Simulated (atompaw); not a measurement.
# titanium (Ti): one change to a PAW (atompaw) potential, before and after

| Item | Value |
| --- | --- |
| Element | titanium |
| Generator | atompaw 4.2.0.5 |
| Type | PAW |
| Functional | PBE |
| Relativity | scalar-relativistic |
| Frozen core | [Ne] |
| Valence charge | 12 |
| Reference configuration | 3s2 3p6 3d3 4s1 4p0 |
| Partial waves | 3s (bound): rc 1.50 bohr; 4s (bound): rc 0.35 bohr; 3p (bound): rc 1.35 bohr; 4p (bound, empty): rc 2.50 bohr; 3d (bound): rc 2.50 bohr; 3d channel at 1.05 Ry: rc 2.50 bohr; 4f channel at -0.2 Ry: rc 1.80 bohr; 4f channel at 1.4 Ry: rc 2.50 bohr |
| Local potential | bessel scheme, radius 1.65 bohr |
| Core correction | smooth core density matched at 2.30 bohr |
| Augmentation charge | besselshape compensation charge, radius 1.85 bohr; PAW radius 2.50 bohr; waves and projectors: custom rrkj gramschmidtortho |

All-electron outer shells of the reference configuration (PBE, scalar-relativistic, ld1.x):

```tsv
shell	level (eV)	outermost node (bohr)	outermost maximum (bohr)
2s	-533.18	0.09	0.27
2p	-440.56	–	0.22
3s	-59.32	0.40	0.87
3p	-35.70	0.37	0.90
4s	-3.73	1.26	3.07
3d	-1.92	–	1.02
4p	-1.12	1.42	4.20
```

Change: local potential bessel scheme, radius 2.14 bohr.

Cutoffs: the cutoffs (Ry, on a coarse ladder) from which the occupation-weighted sum of valence levels, in a spherical-Bessel basis at the reference potential, stays within 10 and 1 mRy of its value at 400 Ry; they do not see the model core or the augmentation charge, which bear on the density cutoff.

What does the change do?

The potential gets harder (45 Ry and 160 Ry → 120 Ry and 200 Ry); the bound ghost in s disappears; the range in which the s phases agree widens (upper end -0.0 → 2.5); the range in which the p phases agree widens (upper end 0.9 → 4.2). A state that the projectors do not describe sees the local part alone, so a deeper or shallower local part can create or remove a ghost.

| quantity | base | changed |
| --- | --- | --- |
| cutoff, loose | 45 Ry | 120 Ry |
| cutoff, tight | 160 Ry | 200 Ry |
| loose cutoff by channel (10 mRy a level) | s 18 Ry, p 35 Ry, d 12 Ry | s 110 Ry, p 35 Ry, d 12 Ry |
| bound ghosts | s | none |
| s: phases at 2.50 bohr within 0.05 rad from the reference energy up to (Ry; the scan ends near 5) | -0.0 | 2.5 |
| p: phases at 2.50 bohr within 0.05 rad from the reference energy up to (Ry; the scan ends near 5) | 0.9 | 4.2 |
| d: phases at 2.50 bohr within 0.05 rad from the reference energy up to (Ry; the scan ends near 5) | to the end of the scan | to the end of the scan |
| f: phases at 2.50 bohr within 0.05 rad from the reference energy up to (Ry; the scan ends near 5) | 2.9 | 2.6 |
| lowest overlap eigenvalue by channel | s 0.01, p 0.50, d 0.19, f 0.92 | s 0.16, p 0.52, d 0.18, f 0.95 |

 A true bound ghost makes a file unfit for plane-wave use even where its test errors are small: the radial tests pick states by their node count and pass the ghost by. The cutoffs see the waves, projectors and local potential, not the compensation charge or the core.
